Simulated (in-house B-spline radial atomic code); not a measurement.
Checks on a self-consistent run for Ti V (Ti4+), [He] 2s2 (2p1/2)1 (2p3/2)4 3s2 3p6 (4f5/2)1. Level of theory: Dirac-Hartree-Fock, average of the jj configuration, Fermi nucleus of rms radius 3.5921 fm; calculated with an all-electron radial atomic-structure program (B-spline basis).

```tsv
orbital	q	ε (Eh)	<1/r>	<r²>	small-component weight
1s1/2	2	-189.25382	21.8228	0.00648696	0.0062207
2s1/2	2	-25.38633	4.66367	0.119023	0.0011304
2p1/2	1	-22.15725	4.54727	0.100455	0.0010852
2p3/2	4	-21.79136	4.53021	0.0979503	0.0010919
3s1/2	2	-5.50104	1.51269	0.983234	0.00026056
3p1/2	2	-4.31713	1.43882	1.0781	0.00024592
3p3/2	4	-4.32320	1.4043	1.07724	0.00023233
4f5/2	1	-0.79461	0.328541	13.463	2.3069e-05
```

Electron-electron repulsion V_ee = 254.4749 hartree.

Problem. What total energy follows from the eigenvalues?

Solution. The eigenvalues count the repulsion twice, so E = Σqε - V_ee = -576.327 - 254.475 = -830.802 hartree; the run printed -830.802.

Problem. Does the Dirac virial theorem hold?

Solution. For a point nucleus E = -2c²Σq·w, with w the small-component weight. Here Σq·w = 0.022121 and c = 137.0360, so the ratio E/(-2c²Σq·w) is 1.000004; the finite nucleus accounts for the departure from 1.

Problem. What diamagnetic shielding (Lamb formula) and susceptibility (Langevin formula) do the radii give?

Solution. σ = (α²/3)Σq<1/r> = 87.4897/(3·137.036²) = 1553 ppm, and χ = -0.79199×10⁻⁶·Σq<r²> = -17.93×10⁻⁶ cm³/mol with Σq<r²> = 22.638 bohr². Both are non-relativistic formulas without the paramagnetism of open shells.
